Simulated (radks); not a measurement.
Question: The mean radii <r> (bohr) of the occupied orbitals of an atom or ion are listed with their occupations. Calculated with a radial shooting solver on a logarithmic mesh with Libxc functionals: scalar-relativistic Kohn-Sham, PBE, spin-polarised, spherical densities, finite nucleus; Fermi nuclear charge, rms radius of each element as measured or else 0.836 A^(1/3) + 0.57 fm.

orbital  occ.      <r>
1s up       1  0.02037
1s down     1  0.02037
2s up       1  0.08647
2s down     1  0.08647
2p up       3  0.07672
2p down     3  0.07672
3s up       1   0.2254
3s down     1   0.2253
3p up       3   0.2245
3p down     3   0.2245
3d up       5   0.2038
3d down     5   0.2037
4s up       1   0.5082
4s down     1   0.5082
4p up       3   0.5390
4p down     3   0.5391
4d up       5   0.5837
4d down     5   0.5840
5s up       1    1.251
5s down     1    1.255
5p up       3    1.492
5p down     3    1.495
4f up       7   0.8208
6s up       1    3.601
4f down     5   0.8345

Name the element and its charge. Open shells, if any, are filled with parallel spins first.

Answer: Z = 68, erbium, charge +1: Er+ in [Xe] 4f12 6s1. The 1s radius gives Z: for a bare nucleus <r> = (2 gamma + 1)/(2Z) with gamma = sqrt(1 - (Z/c)^2), 0.02012 bohr for Z = 68, and screening makes it slightly larger (0.02037 here). The occupations add up to 67, and the charge is Z minus that.
